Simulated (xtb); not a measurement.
VOCl₂, SMILES [Cl][V+]([Cl])=[O], charge +1, multiplicity 1. All values are semi-empirical tight-binding results from xtb (GFN2-xTB unless named), good for trends rather than for accurate numbers. Coordinates come from a GFN2-xTB optimisation. The spin state was assumed, not searched. The isomer is the one that the SMILES or the coordinates give; other isomers of the formula were not compared.

Optimised geometry:

Bond lengths (Å): V1–O2 1.516, V1–Cl3 1.995, V1–Cl4 1.995. Angles (°): O2–V1–Cl3 106.4, O2–V1–Cl4 106.4, Cl3–V1–Cl4 106.9.
Charge +1, spin multiplicity 1.

For metal compounds this method's bond lengths and energies can be far off.

```yaml
point_group_as_xtb_finds_it: Cs
orbital_gap: 1.39 eV
zero_point_energy: 3.7 kcal/mol
G − E(el) at 298.15 K (modified RRHO): -15.0 kcal/mol
```

Computed atomic charges and the Wiberg bond orders between heavy atoms:
charges (e) V1 0.46, O2 -0.11, Cl3 0.33, Cl4 0.33. Bond orders V1–O2 2.50, V1–Cl3 1.87, V1–Cl4 1.87.
